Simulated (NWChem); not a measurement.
**FSn (+1) in NWChem**

```xyz
2

Sn     0.0000     0.0000    -0.2904
F      0.0000     0.0000     1.6134
```
Charge +1, spin multiplicity 1.

Everything below was run with NWChem. All single points use one geometry, from PBE0/def2-SVP with def2 effective core potentials on Sn, a minimum by its harmonic frequencies.

Symmetry labels belong to the abelian group C2v used in the runs, with the axes of the coordinates shown; states degenerate in a higher group split over its labels.

Effective core potentials replace the inner electrons of Sn; spin-orbit coupling is left out. The spin multiplicity of the parent species was assumed, not shown to be that of its ground state. The structure started from a generated list of species.

**Question.** List the lowest 6 singlet excitations that CIS/def2-SVPD with def2 effective core potentials on Sn gives, with oscillator strengths.

**Answer.** 
```tsv
state	symmetry	energy (eV)	wavelength (nm)	f
1	b2	6.90	180	0.337
2	b1	6.90	180	0.337
3	a2	9.29	133	0.000
4	a1	9.34	133	0.000
5	a2	9.34	133	0.000
6	a1	9.36	132	0.311
```
